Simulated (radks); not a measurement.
Values are calculated unless marked as measured or tabulated.
Neutral chromium, 24 electrons, occupied as [Ar] 3d5 4s1. Code: a radial shooting solver on a logarithmic mesh with Libxc functionals. Model: Dirac Kohn-Sham, PBE, spin-unpolarised, spherical densities, point nucleus; open shells are shared between the two j in proportion to 2j + 1; speed of light set to 411.108 atomic units (3 times the physical value, a model run).

Spin-orbit splittings of the eigenvalues, e(l+1/2) - e(l-1/2), with zeta = 2 splitting/(2l+1) and mean radii in bohr:

| shell | occ. | splitting (eV) | zeta (eV) | <r> j=l-1/2 | <r> j=l+1/2 |
|---|---|---|---|---|---|
| 2p | 6 | ? | ? | 0.2606 | 0.2609 |
| 3p | 6 | 0.1109 | 0.07396 | 0.9682 | 0.9693 |
| 3d | 5 | 0.008701 | 0.003480 | 1.505 | 1.506 |

Estimate the 2p splitting.

Answer. 0.9466 eV (zeta = 0.6311 eV).
